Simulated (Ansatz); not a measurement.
Reaction (redistribution): `[SiH3]O[SiH](Cl)O[SiH3]` + `BCN=C` → `B[SiH](Cl)O[SiH3]` + `C=NCO[SiH3]`

Computed with Ansatz on PBE0-D4/def2-TZVP structures; ΔE is electronic, products minus reactants. CBS: MP2 limit from def2 TZ/QZ plus the TZ coupled-cluster correction, frozen cores. Functionals use def2-TZVPP. Each species was taken in one conformer, which may not be the lowest.

```csv
level,ΔE (eV)
ωB97X-V,2.30
CCSD/CBS(def2),2.41
```

(1) What does CCSD(T)/CBS give? (Estimate.)

Largest T1 diagnostic among the species: 0.012.

Answers

(1) Computed: +2.40 eV. The listed levels differ from it by -0.10, 0.01 eV.

The D4 term adds +0.04 eV with B3LYP and +0.03 eV with PBE0; it sums over pairs of atoms, weighted by their polarisabilities, and B3LYP, whose exchange is more repulsive, gets the larger term. From PBE to PBE0 (25 % exact exchange), in def2-TZVPP and without D4, ΔE moves by +0.10 eV.

B3LYP here is the variant with VWN-RPA as its local correlation; programs differ in this.
